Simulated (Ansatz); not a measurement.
Basis-set extrapolation for CH$_{4}$AlNOS, SMILES `NC(=S)[O][AlH2]` (PBE0-D4/def2-TZVP geometry, frozen core, Ansatz). Multiplicity 1, RHF reference.

```json
{"": "HF", "def2-TZVPP": "-809.095794", "def2-QZVPP": "-809.122578"}
{"": "MP2 correlation", "def2-TZVPP": "-0.843417", "def2-QZVPP": "-0.909299"}
{"": "CCSD(T) correlation", "def2-TZVPP": "-0.915523", "def2-QZVPP": "not run"}
```

Energies in hartree. Use E(X) = E(∞) + A·exp(−7.88·√X) for Hartree–Fock and E(X) = E(∞) + B·X^(−2.97) for correlation, with X = 3 and 4, and add CCSD(T) minus MP2 of the smaller set to the MP2 limit.

Q: What is the CCSD(T) energy at the basis-set limit?

A: HF limit: -809.122578 + (-0.026784) × 0.13774 = -809.12627. MP2 limit: -0.909299 + (-0.065882) × 0.74074 = -0.95810. Higher-order term: -0.915523 − (-0.843417) = -0.07211. Total: -810.15648 hartree, 91.1 kcal/mol below CCSD(T)/def2-TZVPP.
